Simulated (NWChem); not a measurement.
System: C2H3F3Si; SMILES C=C[Si](F)(F)F

NWChem input:

```
start job
memory heap 200 mb stack 900 mb global 1100 mb
geometry units angstroms noautosym nocenter noautoz
  C     -0.093175     2.428895     0.000346
  C      0.718535     1.363099    -0.004635
  Si     0.039513    -0.342061    -0.000537
  F      0.468021    -1.172794    -1.295388
  F      0.527544    -1.188004     1.262934
  F     -1.556408    -0.290298     0.035568
  H     -1.175767     2.325449     0.008084
  H      0.288791     3.447958    -0.002570
  H      1.797493     1.516024    -0.011454
end
basis spherical
  * library pcsseg-1
end
dft
  xc pbe0
  iterations 150
end
property
  shielding
end
task dft property
```

Structure relaxed at the B3LYP/6-31G* (spherical d) level.

GIAO values for the isolated, static molecule; σ is the absolute isotropic shielding, δ = σ(reference) − σ with the isolated reference molecule computed at the same levels (13C: tetramethylsilane, 19F: trichlorofluoromethane, 1H: tetramethylsilane, 29Si: tetramethylsilane).

Atoms are numbered as in the input.

**Question.** What results follow from this input? (PBE0/pcSseg-1, GIAO.) Quantities: δ C1 (ppm); δ C2 (ppm); δ Si3 (ppm); δ F4 (rotor mean) (ppm); δ H7 (ppm); δ H8 (ppm); δ H9 (ppm).

**Answer.** 
| Item | Result |
|---|---|
| δ C1 (ppm) | 154.8 |
| δ C2 (ppm) | 129.2 |
| δ Si3 (ppm) | -64.6 |
| δ F4 (rotor mean) (ppm) | -159.2 |
| δ H7 (ppm) | 6.65 |
| δ H8 (ppm) | 6.71 |
| δ H9 (ppm) | 6.00 |
